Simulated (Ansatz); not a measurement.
`[SeH][SiH2]Br` + CH₃OH → `CO[SiH2][SeH]` + HBr  (ligand exchange at the Si–Br bond)

Program: Ansatz. Geometries: PBE0-D4/def2-TZVP. ΔE: electronic, gas phase. CCSD(T)/CBS is the MP2 limit (def2-TZVPP, def2-QZVPP) plus CCSD(T) − MP2 in def2-TZVPP, frozen cores. This one scheme is used for every species. DFT in def2-TZVPP. For Br, Se outer-core shells are correlated without core-valence functions, which leaves a few kJ/mol of doubt a bond. Scalar relativity is left out up to krypton. One conformer a species, not always the lowest.

| level | ΔE (kJ/mol) |
| --- | --- |
| ωB97X-V | -0.1 |
| HF/CBS(def2) | -5.7 |

What does CCSD(T)/CBS give? (Best estimate.)

Computed: +2.7 kJ/mol. The listed levels differ from it by -2.8, -8.4 kJ/mol.

Largest T1 diagnostic among the species: 0.010.

At CCSD(T), def2-SVP lies −5.5 kJ/mol from the extrapolated value and def2-TZVPP −6.3 kJ/mol. Leaving LDA and LC-ωPBE aside and taking each functional with its dispersion term where it has one, the values, not all of them listed here, spread over 17.0 kJ/mol, from CAM-B3LYP-D4 to HSE06-D4. LDA lies −9.2 kJ/mol from PBE without D4.
